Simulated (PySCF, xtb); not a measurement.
Two structures of CH6BSb

Structure X is `C[BH][SbH2]`, a singlet and structure Y is a singlet given by its coordinates. Both are isolated molecules in the gas phase, relaxed with PBE0-D4/def2-SVP; the shapes shown needn't be the lowest conformers.

X (Å):

```xyz
9

C    -1.2836    1.3576    0.4561
B    -1.0690   -0.0851   -0.0863
Sb   -1.0828   -0.6183   -2.2556
H    -1.5719    2.1237   -0.2771
H    -1.9710    1.3836    1.3183
H    -0.2970    1.6512    0.8702
H    -0.9419   -1.0042    0.6936
H     0.3237   -1.5886   -2.1701
H    -0.2287    0.7787   -2.7590
```

Y (Å):

```yaml
atoms:
  - { symbol: C, position_ang: [0.0273, 0.8862, 0.9516] }
  - { symbol: B, position_ang: [0.2506, -0.4868, 0.3029] }
  - { symbol: Sb, position_ang: [1.4045, 1.8720, -0.4870] }
  - { symbol: H, position_ang: [1.1263, -1.2177, 0.7122] }
  - { symbol: H, position_ang: [-0.9355, 1.3924, 0.8020] }
  - { symbol: H, position_ang: [-0.4367, -0.8459, -0.6268] }
  - { symbol: H, position_ang: [0.4476, 1.0828, 1.9460] }
  - { symbol: H, position_ang: [0.2366, 1.9300, -1.7421] }
  - { symbol: H, position_ang: [1.9935, 0.3599, -1.0744] }
```

Close contacts (Å): C1–B2 1.53, C1–Sb3 2.22, B2–Sb3 2.74, C1–H5 1.10, C1–H7 1.10, B2–H4 1.21, B2–H6 1.21, Sb3–H8 1.72, Sb3–H9 1.73.

Problem. Estimate E(Y) − E(X) at the level CCSD(T)/def2-SVP + ΔMP2/def2-TZVPP.

Solution. CCSD(T)/def2-SVP + ΔMP2/def2-TZVPP gives E(Y) − E(X) = −2.86 kJ/mol, slightly favouring structure Y, which is too small a margin to settle the true order.

How the difference moves with the method:

| level | geometry | E(Y) − E(X) (kJ/mol) | departure from the last row (kJ/mol) | job, with rough time for the two |
| --- | --- | --- | --- | --- |
| GFN2-xTB | GFN2-xTB | −29.19 | −26.33 | optimisation, 0.31 s |
| HF/STO-3G | GFN2-xTB | +12.60 | +15.46 | single point, 1.8 s |
| r2SCAN-D4/def2-SVP | GFN2-xTB | +9.95 | +12.80 | single point, 20 s |
| PBE0-D4/def2-SVP | PBE0-D4/def2-SVP | +12.19 | +15.04 | optimisation, 6.1 min |
| HF/def2-SVP | PBE0-D4/def2-SVP | +26.11 | +28.96 | part of the CCSD(T) run |
| MP2/def2-SVP | PBE0-D4/def2-SVP | +7.13 | +9.99 | part of the CCSD(T) run |
| CCSD(T)/def2-SVP | PBE0-D4/def2-SVP | +10.13 | +12.99 | single point |
| CCSD(T)/def2-SVP + ΔMP2/def2-TZVPP | PBE0-D4/def2-SVP | −2.86 |  | single point, 82 s |

The largest departure from CCSD(T)/def2-SVP + ΔMP2/def2-TZVPP is that of HF/def2-SVP, 28.96 kJ/mol. No reliable frequencies are at hand for Y, so it isn't confirmed as a minimum. The last row adds to CCSD(T) the change of the MP2 difference between the two basis sets, here −12.99 kJ/mol, a large step that makes the value less sure.

The correlated steps freeze 6 core orbitals; the filled d shell of Sb is correlated, in a basis made for valence electrons. Atoms past krypton carry core potentials in the def2 sets, other sets are all-electron and non-relativistic, and no spin–orbit term is included. Codes used: PySCF 2.14.0, xtb 6.7.1; the last row on 2 threads of Arm Neoverse V1 on a shared host.
